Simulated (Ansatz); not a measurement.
`[NH2][GeH2][SiH](N)O` and `[NH2][GeH2][Si](N)(O)O` differ in one atom or group.

Ansatz, PBE0-D4/def2-TZVP geometries, multiplicity 1. Each molecule was computed in one conformer, which needn't be the lowest.

Scalar relativity is left out up to krypton.

| property | `[NH2][GeH2][SiH](N)O` |
| --- | --- |
| size of the dipole moment (ωB97M-V/def2-TZVPP) / D | 2.67 |
| HOMO–LUMO gap (PBE0/def2-TZVPP) / eV | 7.24 |
| size of the dipole moment (B3LYP/def2-TZVPP) / D | 2.62 |
| LUMO energy (PBE0/def2-TZVPP) / eV | 0.27 |
| LUMO energy (PBE/def2-TZVPP) / eV | -0.55 |
| HOMO energy (B3LYP/def2-TZVPP) / eV | -6.72 |

(1) What does the change do to each property? (Best estimate.)

Answers

(1) Computed: 
```
                                          property  `[NH2][GeH2][Si](N)(O)O`  shift
size of the dipole moment (ωB97M-V/def2-TZVPP) / D                      1.19  -1.48
              HOMO–LUMO gap (PBE0/def2-TZVPP) / eV                      7.25   0.01
  size of the dipole moment (B3LYP/def2-TZVPP) / D                      1.15  -1.47
                LUMO energy (PBE0/def2-TZVPP) / eV                      0.19  -0.08
                 LUMO energy (PBE/def2-TZVPP) / eV                     -0.62  -0.07
               HOMO energy (B3LYP/def2-TZVPP) / eV                     -6.84  -0.12
```

Dipoles are sizes alone; their direction can turn.

B3LYP here is the variant with VWN-RPA as its local correlation; programs differ in this.
